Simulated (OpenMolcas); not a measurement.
Pt6+ among 6 point charges of -1.7 e arranged as an octahedron (Oh).

| Item | Value |
| --- | --- |
| Program | OpenMolcas 26.06 |
| Method | CASSCF |
| Basis | ANO-RCC-VTZP [8s7p5d3f1g] |
| Scalar Hamiltonian | DKH2, point nucleus |
| Active space | 4 electrons in 5 orbitals (5d) |
| State averaging | 2S+1 = 5 even, 5 roots; 2S+1 = 3 even, 45 roots; 2S+1 = 1 even, 50 roots |
| Spin-orbit coupling | RASSI with atomic mean-field integrals over the reference wave functions |

All point charges move together. At R = 1.95 Å |10Dq| is 6129 cm-1, and at R = 2.06 Å it is 4687 cm-1.

Problem. A third run gives 8810 cm-1. What distance was it run at?

Solution. With a power law R^-n the two known points give n = -ln(4687 / 6129) / ln(2.06 / 1.95) = 4.89. Then R = 1.95 × (6129 / 8810)^(1/4.89) = 1.811 Å. The run was at 1.81 Å, so the estimate is off by +0.001 Å.

Without dynamic correlation the repulsion within the d shell is too large (B by tens of per cent), so at a given field states of lower spin stand too high. Point charges give a weaker field than real ligands, and real ions of this kind are as a rule low spin; the high spin found here belongs to the model. Spin-orbit coupling mixes the spin-free states strongly: the lowest level takes only 36 % from its leading state, 5E (figures for R = 1.81; the like holds for R = 1.95, R = 2.06). This field is weak: 10Dq is about 8810 cm-1, while octahedral complexes of 5d ions of charge 3 and more, computed by the same method with explicit ligands, had a median near 35000 cm-1. Ground spin and moment need not be those of a real site (figures for R = 1.81; the like holds for R = 1.95, R = 2.06). The ground term spreads over less than 5000 cm-1, several times less than with real ligands, so orbital moments are less quenched and χT lies further from the spin-only value than at real sites (holds for R = 2.06). Point charges carry no covalency, so the field is a model and not that of real ligands. No measured value stands beside these numbers.
